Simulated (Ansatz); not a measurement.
InH2(OMe) (CH5InO). The state is a singlet with charge 0. Geometry B3LYP-D4/def2-TZVP.

```xyz
8

In    1.419    0.955    0.264
H     2.134    0.183   -1.094
H     1.874    2.144    1.401
O    -0.437    0.295    0.620
C    -1.098   -0.687   -0.142
H    -2.024   -0.277   -0.565
H    -1.371   -1.538    0.493
H    -0.497   -1.075   -0.977
```

In the def2 sets In takes a core potential; there is no spin–orbit coupling.

Question: Estimate the orbital energies around the gap (eV) in Ansatz with LDA (SPW92)/def2-TZVP, PBE-D4/def2-SVP, PBE-D4/def2-TZVP, BLYP-D4/def2-TZVP, r2SCAN-D4/def2-TZVPD.

Answer: 
| orbital | LDA (SPW92)/def2-TZVP | PBE-D4/def2-SVP | PBE-D4/def2-TZVP | BLYP-D4/def2-TZVP | r2SCAN-D4/def2-TZVPD |
| --- | --- | --- | --- | --- | --- |
| HOMO−9 | -18.82 | -18.82 | -18.76 | -18.64 | -19.43 |
| HOMO−8 | -18.74 | -18.74 | -18.65 | -18.53 | -19.31 |
| HOMO−7 | -15.74 | -15.54 | -15.77 | -15.63 | -16.59 |
| HOMO−6 | -11.59 | -11.30 | -11.33 | -11.21 | -11.69 |
| HOMO−5 | -10.36 | -10.16 | -10.22 | -10.14 | -10.62 |
| HOMO−4 | -10.22 | -10.01 | -10.07 | -9.98 | -10.45 |
| HOMO−3 | -9.32 | -9.06 | -9.14 | -9.02 | -9.49 |
| HOMO−2 | -7.55 | -7.41 | -7.47 | -7.38 | -7.81 |
| HOMO−1 | -6.23 | -5.90 | -6.07 | -5.98 | -6.35 |
| HOMO | -6.04 | -5.71 | -5.86 | -5.79 | -6.14 |
| LUMO | -2.46 | -2.12 | -2.22 | -2.20 | -1.96 |
| LUMO+1 | -1.31 | -0.89 | -1.12 | -1.12 | -0.84 |
| LUMO+2 | -0.44 | -0.01 | -0.27 | -0.24 | 0.08 |
| LUMO+3 | 0.91 | 1.67 | 0.93 | 0.91 | 0.71 |
| LUMO+4 | 1.45 | 2.44 | 1.51 | 1.46 | 1.36 |
| LUMO+5 | 1.79 | 3.22 | 1.86 | 1.85 | 1.91 |
